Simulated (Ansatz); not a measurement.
Consider the redistribution: `O[SiH](F)[TeH]` + `C[Te][GeH3]` → `C[Te][SiH](O)F` + `[GeH3][TeH]`.

Program: Ansatz. Geometries: PBE0-D4/def2-TZVP. ΔE: electronic, gas phase. CBS: MP2 limit from def2 TZ/QZ plus the TZ coupled-cluster correction, frozen cores. DFT in def2-TZVPP. def2 core potentials past Kr. For Ge, Te outer-core shells are correlated without core-valence functions, which leaves a few kJ/mol of doubt a bond. Scalar relativity is left out up to krypton. Each species was taken in one conformer, which may not be the lowest.

`O[SiH](F)[TeH]`:

Z-matrix (Å, degrees):
```
Si
F 1 1.594
Te 1 2.490 2 106.9
O 1 1.628 2 112.0 3 119.9
H 1 1.473 2 107.4 3 -124.2
H 3 1.656 1 90.4 2 -28.0
H 4 0.959 1 118.2 2 -70.1
```

`C[Te][GeH3]`:

Z-matrix (Å, degrees):
```
C
Te 1 2.149
H 1 1.089 2 106.6
H 1 1.087 2 109.8 3 118.9
H 1 1.087 2 109.8 3 -118.8
Ge 2 2.547 1 94.1 3 -179.9
H 6 1.535 2 107.2 1 179.9
H 6 1.539 2 110.4 1 60.1
H 6 1.539 2 110.4 1 -60.2
```

`C[Te][SiH](O)F`:

Z-matrix (Å, degrees):
```
C
Te 1 2.154
H 1 1.088 2 106.5
H 1 1.087 2 109.7 3 -119.1
H 1 1.086 2 109.2 3 119.2
Si 2 2.473 1 93.7 3 171.7
F 6 1.592 2 111.6 1 59.0
O 6 1.636 2 112.1 1 -56.8
H 6 1.480 2 108.7 1 177.7
H 8 0.959 6 116.7 2 -40.3
```

`[GeH3][TeH]`:

Z-matrix (Å, degrees):
```
Ge
Te 1 2.558
H 1 1.535 2 110.6
H 1 1.535 2 110.7 3 122.1
H 1 1.534 2 105.3 3 -119.0
H 2 1.658 1 91.6 3 -60.4
```

**Question.** Is it downhill or uphill in electronic energy at CCSD(T)/CBS, and by how much? (Estimate.)

**Answer.** Computed: Uphill: ΔE = +0.8 kcal/mol.

**Question.** What do these levels give: PBE-D4, PBE0-D4, ωB97M-V, B2PLYP, PBE, HF/def2-TZVPP, MP2/def2-TZVPP, SCS-MP2/def2-TZVPP, HF/def2-QZVPP, MP2/def2-QZVPP, MP2/CBS(def2), CCSD/CBS(def2)? (Estimate.)

**Answer.** Ansatz gave: PBE-D4 0.7, PBE0-D4 0.6, ωB97M-V 0.8, B2PLYP 0.9, PBE 0.9, HF/def2-TZVPP 0.6, MP2/def2-TZVPP 0.9, SCS-MP2/def2-TZVPP 0.8, HF/def2-QZVPP 0.5, MP2/def2-QZVPP 0.9, MP2/CBS(def2) 0.9, CCSD/CBS(def2) 0.8 kcal/mol.

Largest T1 diagnostic among the species: 0.012.
